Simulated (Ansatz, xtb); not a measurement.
**Relative energy of two isomers of C3H10OS2Si**

We compare X, `CO[SiH2]SCCS`, a singlet, with Y, `CS[SiH2]OCCS`, a singlet. Both are isolated molecules in the gas phase, relaxed with PBE-D3(BJ)/def2-SVP, each in the lowest conformer that the search found.

Task: Which of the two would you expect CCSD(T)/def2-SVP + ΔMP2/def2-TZVPP electronic energies to favour?

Result: Structure Y; the calculation gives E(Y) − E(X) = −10.4 kJ/mol.

Level by level:

| level | geometry | E(Y) − E(X) (kJ/mol) | departure from the last row (kJ/mol) | job, with rough time for the two |
| --- | --- | --- | --- | --- |
| GFN2-xTB | GFN2-xTB | −0.3 | +10.1 | optimisation, 0.38 s |
| HF/STO-3G | GFN2-xTB | −27.0 | −16.7 | single point, 0.44 s |
| r2SCAN-D4/def2-SVP | GFN2-xTB | −10.9 | −0.6 | single point, 4.6 s |
| PBE-D3(BJ)/def2-SVP | PBE-D3(BJ)/def2-SVP | −4.8 | +5.5 | optimisation, 39 s |
| HF/def2-SVP | PBE-D3(BJ)/def2-SVP | −19.2 | −8.8 | part of the CCSD(T) run |
| MP2/def2-SVP | PBE-D3(BJ)/def2-SVP | −7.0 | +3.4 | part of the CCSD(T) run |
| CCSD(T)/def2-SVP | PBE-D3(BJ)/def2-SVP | −9.1 | +1.3 | single point |
| CCSD(T)/def2-SVP + ΔMP2/def2-TZVPP | PBE-D3(BJ)/def2-SVP | −10.4 |  | single point, 1.7 min |

As drawn, both hold the same kinds of bond in the same numbers.

GFN2-xTB finds them nearly level. The largest departure from CCSD(T)/def2-SVP + ΔMP2/def2-TZVPP is that of HF/STO-3G, 16.7 kJ/mol. The last row adds to CCSD(T) the change of the MP2 difference between the two basis sets, here −1.3 kJ/mol.

With thermal terms from frequencies at re-optimised GFN2-xTB minima (ideal gas, soft modes damped towards free rotors, one conformer each, 298.15 K, 1 atm): the zero-point term adds −0.9 kJ/mol; ΔH is −10.7 and ΔG −13.4 kJ/mol.

The correlated steps freeze 19 core orbitals. Programs: Ansatz 0.2.0, xtb 6.7.1; the last row on 4 threads of Arm Neoverse V2 on a shared host.
